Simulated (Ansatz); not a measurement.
System: S$_{2}$O$_{2}$, net charge 0, singlet state. SMILES: [S]([S]=O)=O
Structure (B3LYP-D3(BJ)/def2-TZVP (Ansatz, a quantum-chemistry and plane-wave program) minimum search):
```
S
O 1 1.4720
S 1 2.0125 2 114.63
O 3 1.4720 1 114.63 2 0.00
```
Charge 0, spin multiplicity 1.

Wanted: vertical electron affinity (to the doublet state of charge -1; a negative value means that the extra electron is unbound and the number depends on the basis; each state is the SCF solution reached for its spin; for the singlet the Hartree-Fock reference is unstable and T1 is 0.025), in eV. Cores are frozen in the correlated levels unless marked. UHF or UKS for open shells. Spin-orbit coupling is left out. Non-relativistic. Anions need diffuse functions: aug- sets have them; def2-D sets add few. Basis-set limits of correlation are two-point, X^-3; Hartree-Fock from the larger set.

```tsv
level	program	vertical electron affinity (eV)
SVWN5/def2-TZVPD	Ansatz	1.54
PBE/def2-TZVPD	Ansatz	1.40
CAM-B3LYP/def2-TZVPD	Ansatz	1.98
RI-MP2/CBS(aug-cc-pV(T+d)Z,aug-cc-pV(Q+d)Z)	Ansatz	1.33
SCS-MP2/aug-cc-pV(D+d)Z	Ansatz	1.08
CCSD(T)/aug-cc-pV(D+d)Z	Ansatz	1.30
```
